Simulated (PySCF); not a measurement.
# Electric properties by functional and basis

Compound: BrH₃Si.
SMILES: `[SiH3]Br`

PySCF, dipoles from the SCF density, polarisabilities from static response with core orbitals frozen. Isolated species at its PBE0-D3(BJ)/def2-SVP geometry, gas phase. The LDA/def2-SVPD calculation is non-relativistic and has no spin–orbit coupling, an omission that weighs most on bromine.

Problem. Compare the levels for these properties.

Solution. 

| level | μ (D) | error (%) | α (Å³) | anisotropy (Å³) |
| --- | --- | --- | --- | --- |
| LDA/def2-SVPD | 1.315 | -0.3 | 7.84 | 2.51 |
| PBE/def2-SVPD | 1.237 | -6.2 | 7.73 | 2.49 |
| B3LYP/def2-SVPD | 1.331 | +0.9 | 7.53 | 2.39 |
| PBE0/def2-SVPD | 1.349 | +2.3 | 7.47 | 2.36 |
| BHandHLYP/def2-SVPD | 1.442 | +9.3 | 7.27 | 2.25 |
| CAM-B3LYP/def2-SVPD | 1.410 | +6.9 | 7.43 | 2.31 |
| wB97X-D/def2-SVPD | 1.408 | +6.8 | 7.42 | 2.30 |
| LC-wPBE/def2-SVPD | 1.444 | +9.5 | 7.27 | 2.24 |
| HF/def2-SVPD | 1.566 | +18.7 | 7.01 | 2.06 |
| PBE0/6-31G* | 1.667 | +26.4 | 5.46 | 2.66 |
| PBE0/def2-SVP | 1.385 | +5.0 | 5.81 | 2.38 |
| PBE0/aug-cc-pVDZ | 1.385 | +5.0 | 7.41 | 2.52 |
| PBE0/def2-TZVP | 1.285 | -2.6 | 6.79 | 2.50 |
| PBE0/def2-TZVPD | 1.288 | -2.4 | 7.52 | 2.43 |
| PBE0/aug-cc-pVTZ | 1.308 | -0.8 | 7.54 | 2.45 |

Reference dipole: 1.319 D (measured, gas; NIST CCCBDB Release 22 (SRD 101), experimental dipoles). The anisotropy is √(½[(α1 − α2)² + (α2 − α3)² + (α3 − α1)²]). For the dipole, the smallest error is 0.3% (LDA/def2-SVPD) and the largest 26.4% (PBE0/6-31G*). The dipole runs from 1.24 D (PBE/def2-SVPD) to 1.67 D (PBE0/6-31G*). No reference polarisability is at hand; against PBE0 in the largest diffuse basis at hand (aug-cc-pVTZ) the other PBE0 rows deviate by 6-31G* -28%, def2-SVP -23%, def2-SVPD -1%, aug-cc-pVDZ -2%, def2-TZVP -10%, def2-TZVPD 0%. In one basis (def2-SVPD) the functionals order the polarisability from HF (lowest) to LDA (highest), a spread of 12%. With PBE0 the polarisability is 6.02 Å³ without diffuse functions (mean of 6-31G*, def2-SVP and def2-TZVP) and 7.49 Å³ with them (mean of def2-SVPD, aug-cc-pVDZ, def2-TZVPD and aug-cc-pVTZ). Measured values can belong to vibrating molecules; the computed ones are for one fixed geometry.
